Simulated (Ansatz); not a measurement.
Input for Ansatz (a program for electronic structure): R-B3LYP/def2-TZVPP on GeH4 (SMILES [GeH4]), atoms moved off the minimum.

Ansatz 0.2 input:
```yaml
crystal:
  periodic: [false, false, false]
  atoms:
    - {symbol: Ge, position_ang: [-0.03823834, 0.10979162, -0.09961022]}
    - {symbol: H, position_ang: [-0.61768971, -0.91667873, -1.08249459]}
    - {symbol: H, position_ang: [0.64443092, -0.97019101, 1.07725782]}
    - {symbol: H, position_ang: [-0.99607249, 0.91725888, 0.62369118]}
    - {symbol: H, position_ang: [1.07011641, 0.83575777, -0.57203587]}
basis:
  gaussian:
    orbitals: def2-TZVPP
hamiltonian:
  xc: {name: B3LYP}
scf: {lower_state_search: off}
output: {forces: true}
```

Program output:

```
WARN ansatz: RAYON_NUM_THREADS=1 ignored (pool sized by the plan → 1); use --threads N
Functional definition: B3LYP
these checks for a lower state are left out or cut short: stability, starts, cluster_reference, orbital_swaps, neighbouring_geometries, increment
integrals: 0.02 GiB planned
625 factors; their error is unknown
mean field: 0.27 GiB planned
mean field evaluation 1: about -56583.2903 eV, gradient 1.9e1 eV
mean field evaluation 2: about -56583.5469 eV, gradient 1.8e1 eV
mean field evaluation 4: about -56583.7446 eV, gradient 3.9e-1 eV
mean field evaluation 8: about -56583.9619 eV, gradient 2.1e-3 eV
mean field -56583.96189953 eV, -2079.4222458209 hartree, gradient 4.2e-6 eV, S^2 0.000000; 0 other end points of the search recorded, 0 dependent functions left out
the calculation of the forces begins
reference -56583.96210903 eV, -2079.4222535196 hartree; 18, 18 occupied and 86, 86 virtual orbitals, 625 factors
Total energy: -56583.96210903 eV, -2079.4222535196 hartree
Atom 0 at    -0.038238     0.109792    -0.099610 Å, force     0.160445    -4.188182     1.974930 eV/Å
Atom 1 at    -0.617690    -0.916679    -1.082495 Å, force    -0.135476     0.346954    -0.166718 eV/Å
Atom 2 at     0.644431    -0.970191     1.077258 Å, force    -0.803405     1.348441    -1.286076 eV/Å
Atom 3 at    -0.996072     0.917259     0.623691 Å, force    -1.258964     0.974331     0.641473 eV/Å
Atom 4 at     1.070116     0.835758    -0.572036 Å, force     2.037401     1.518457    -1.163609 eV/Å
Dipole moment:    -0.059602     0.138208    -0.110891 e Å
Checks for a lower state left out: stability, starts, cluster_reference, orbital_swaps, neighbouring_geometries, increment
```

The run converged.

Cost: very roughly 1.0 core-seconds.
